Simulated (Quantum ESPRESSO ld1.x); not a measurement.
Question: Coherent X-ray form factor from a spherical all-electron density. All-electron calculation, scalar-relativistic Kohn-Sham, LDA (Slater exchange, Perdew-Wang correlation), spin-polarised, spherical densities, point nucleus. Program: ld1.x of Quantum ESPRESSO 7.5.

| sin(theta)/lambda (1/angstrom) | f0 (electrons) |
|---|---|
| 0.05 | 24.707 |
| 0.1 | 23.875 |
| 0.15 | 22.623 |
| 0.2 | 21.101 |
| 0.25 | 19.452 |
| 0.3 | 17.792 |
| 0.4 | 14.725 |
| 0.5 | 12.221 |
| 0.6 | 10.323 |
| 0.8 | 7.974 |
| 1 | 6.743 |
| 1.25 | 5.762 |
| 1.5 | 4.917 |
| 2 | 3.409 |

The species is in the configuration that NIST lists as its ground one. Which atom or ion scatters so?

Answer: The cobalt ion Co2+, [Ar] 3d7. Extrapolating in s^2 from the first two rows gives f0(0) = 25.0, near the electron count 25; among species with that count, the fall with angle is slower the higher Z, and the table is that of Z = 27; from so few rows the species is fixed only to a neighbour or two.
